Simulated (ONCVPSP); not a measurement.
## u(r) = r·R(r): atom against pseudo-atom (chlorine (Cl))

Columns: radius, all-electron u(r) and pseudo u(r) of the 3p shell (level -8.75 eV) of chlorine in the configuration [Ne] 3s1.75 3p5.25; PBE, non-relativistic, ONCV scheme, ONCVPSP 4.0.1.

| r (bohr) | all-electron | pseudo |
| --- | --- | --- |
| 0.072 | -0.1255 | 0.0052 |
| 0.145 | -0.2834 | 0.0211 |
| 0.217 | -0.3566 | 0.0472 |
| 0.290 | -0.3454 | 0.0838 |
| 0.362 | -0.2740 | 0.1286 |
| 0.435 | -0.1652 | 0.1813 |
| 0.507 | -0.0411 | 0.2383 |
| 0.580 | 0.0883 | 0.2989 |
| 0.652 | 0.2109 | 0.3598 |
| 0.725 | 0.3249 | 0.4216 |
| 0.798 | 0.4259 | 0.4824 |
| 0.870 | 0.5120 | 0.5407 |
| 0.942 | 0.5847 | 0.5959 |
| 1.015 | 0.6449 | 0.6470 |
| 1.088 | 0.6924 | 0.6911 |
| 1.160 | 0.7277 | 0.7261 |
| 1.232 | 0.7526 | 0.7518 |
| 1.305 | 0.7688 | 0.7685 |
| 1.378 | 0.7769 | 0.7768 |
| 1.450 | 0.7781 | 0.7781 |
| 1.522 | 0.7737 | 0.7737 |
| 1.595 | 0.7646 | 0.7646 |
| 1.668 | 0.7515 | 0.7515 |
| 1.740 | 0.7355 | 0.7355 |
| 1.812 | 0.7172 | 0.7172 |
| 1.885 | 0.6967 | 0.6967 |

Question: How many radial nodes do the two functions have?

Answer: The all-electron 3p function has n − l − 1 = 1; the pseudo-wave has 0, since the states of the same l below it are removed with the core.

Question: At about which radius was the pseudo-wave matched?

Answer: 1.45 bohr. The columns agree to 0.0005 from 1.30 bohr on; several derivatives are matched, so the curves merge somewhat inside the radius.

Question: Is the pseudo-wave norm-conserving?

Answer: Yes: the ONCV scheme keeps the norm inside the radius equal to the all-electron one, which fixes the energy derivative of the logarithmic derivative at the level.
